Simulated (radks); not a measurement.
Values are calculated unless marked as measured or tabulated.
Sm III, configuration [Xe] 4f5 6p1 (not the ground configuration).

Code: a radial shooting solver on a logarithmic mesh with Libxc functionals. Model: Dirac Kohn-Sham, LDA (Slater exchange, Perdew-Wang correlation), spin-unpolarised, spherical densities, point nucleus; open shells are shared between the two j in proportion to 2j + 1.

Energy parts (eV):
part                      energy
total                 -283713.91
kinetic                307598.21
electron-nucleus      -694014.91
Hartree                108913.22
exchange-correlation    -6210.43

Orbitals (lengths in bohr, moments of r in powers of bohr; r(max) is where P^2 peaks; r(90%) holds 90 % of the orbital's charge):
| orbital | occ. | eigenvalue (eV) | <r^4> | r(max) | r(90%) |
|---|---|---|---|---|---|
| 1s1/2 | 2 | -46612.23 | 1.320e-06 | 0.01450 | 0.0411 |
| 2s1/2 | 2 | -7634.657 | 0.0002118 | 0.08238 | 0.150 |
| 2p1/2 | 2 | -7240.358 | 0.0001317 | 0.06238 | 0.133 |
| 2p3/2 | 4 | -6638.269 | 0.0001698 | 0.06802 | 0.142 |
| 3s1/2 | 2 | -1691.775 | 0.008367 | 0.2341 | 0.374 |
| 3p1/2 | 2 | -1521.802 | 0.007655 | 0.2210 | 0.367 |
| 3p3/2 | 4 | -1399.963 | 0.009265 | 0.2331 | 0.385 |
| 3d3/2 | 4 | -1104.186 | 0.006814 | 0.1856 | 0.357 |
| 3d5/2 | 6 | -1077.704 | 0.007230 | 0.1890 | 0.363 |
| 4s1/2 | 2 | -355.1506 | 0.2083 | 0.5396 | 0.832 |
| 4p1/2 | 2 | -289.9536 | 0.2389 | 0.5450 | 0.862 |
| 4p3/2 | 4 | -262.9219 | 0.2889 | 0.5709 | 0.904 |
| 4d3/2 | 4 | -155.3884 | 0.4215 | 0.5818 | 0.995 |
| 4d5/2 | 6 | -150.5382 | 0.4481 | 0.5902 | 1.01 |
| 5s1/2 | 2 | -64.0239 | 6.678 | 1.245 | 1.98 |
| 5p1/2 | 2 | -45.8151 | 10.74 | 1.353 | 2.23 |
| 5p3/2 | 4 | -41.8625 | 13.31 | 1.426 | 2.36 |
| 4f5/2 | 2.14286 | -25.8054 | 2.888 | 0.6018 | 1.54 |
| 4f7/2 | 2.85714 | -25.2026 | 3.051 | 0.6067 | 1.56 |
| 6p1/2 | 0.333333 | -12.6906 | 428.5 | 3.600 | 5.62 |
| 6p3/2 | 0.666667 | -12.1073 | 499.6 | 3.770 | 5.84 |

The highest occupied level is 6p3/2 at -12.107 eV. Summed over all electrons, <r^2> = 54.86 bohr^2, which gives a Langevin (diamagnetic) susceptibility term of -43.4 x 10^-6 cm^3/mol.
